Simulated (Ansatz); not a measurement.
BrH$_{5}$SSi$_{2}$ (`[SiH3][SiH](S)Br`), relaxed with RKS PBE0-D4/def2-TZVP in Ansatz 0.2.0 from a PBE-D4/def2-SVP geometry. The force threshold is 0.005 eV/Å; the program also tests the step.

Charge 0, multiplicity 1.

Start:

```xyz
9

Si    0.108    1.483    0.542
Si    0.222   -0.781   -0.070
S    -1.643   -1.255   -1.042
Br    2.013   -1.009   -1.430
H     1.413    1.885    1.171
H    -0.125    2.291   -0.704
H    -1.016    1.715    1.515
H     0.454   -1.726    1.075
H    -1.425   -2.602   -1.057
```

```
step  energy (eV)  largest force (eV/Å)  largest move (Å)
   1  -96702.9901                 0.524             0.000
   2  -96703.0181                 0.156             0.043
   3  -96703.0200                 0.050             0.025
   4  -96703.0206                 0.010             0.018
   5  -96703.0207                 0.005             0.003
   6  -96703.0208                 0.006             0.010
   7  -96703.0208                 0.002             0.006
```

End:

```xyz
9

Si    0.107    1.482    0.538
Si    0.211   -0.770   -0.072
S    -1.621   -1.260   -1.038
Br    1.977   -1.040   -1.415
H     1.402    1.870    1.153
H    -0.135    2.295   -0.682
H    -0.995    1.698    1.511
H     0.440   -1.693    1.066
H    -1.387   -2.583   -1.062
```

Hardware: 4 threads of an Arm Neoverse V1 on a shared host. Wall time 33 s, peak host memory 0.62 GiB.
